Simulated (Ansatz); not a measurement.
Which is lower?

Two relaxed structures of AlHIBr, closed shell (PBE0-D4/def2-TZVP; forces vanish, vibrations not checked).

A:

```tsv
atom	x (Å)	y (Å)	z (Å)
Br1	-2.0932	0.0797	-0.6164
Al2	0.0663	0.2008	-0.0168
I3	1.2105	-1.8575	0.6805
H4	0.8164	1.5770	-0.0473
```

B:

| atom | x (Å) | y (Å) | z (Å) |
| --- | --- | --- | --- |
| Br1 | -2.5098 | 0.9686 | -0.7793 |
| Al2 | 0.6404 | 0.5145 | -0.1424 |
| I3 | -0.1981 | -1.8832 | 0.5228 |
| H4 | -2.1433 | -0.3403 | -0.2888 |

Program: Ansatz 0.2.0. Basis: def2-TZVPP. Cores are frozen in the correlated methods. Filled d shells of the heavier atoms are correlated. Core potentials replace the inner electrons of the atoms past krypton. The def2 sets are not built for correlating such inner shells, so the correlated values are less sure here. B3LYP uses VWN-RPA correlation.

Which structure is lower at CCSD(T), and by how much? (To be estimated.)

Computed: A, by 2.084 eV (electronic energy, against the other). By their contacts, A is AlHIBr ([Br][AlH][I]) and B is a complex of AlI + HBr.

All methods give the same order:

```
   method  E(B) − E(A) (eV)
   PBE-D4             1.822
r2SCAN-D4             2.227
  PBE0-D4             2.011
 B3LYP-D4             1.911
  wB97M-V             1.978
       HF             2.371
      MP2             2.209
     CCSD             2.117
  CCSD(T)             2.084
```

T1 diagnostic: at most 0.009.

Labels in which every atom is bracketed show which atoms are joined, not bond orders.

For scale, one of the runs: CCSD(T)/def2-TZVPP, 154 basis functions, launched by `ansatz run in.yaml --threads 2 --pin off --events-out ev --progress --plain --max-ram 4352MiB`. The run took 19 s on 2 CPU threads of an Arm Neoverse V2 (shared host), with 0.84 GiB of host memory at its peak.
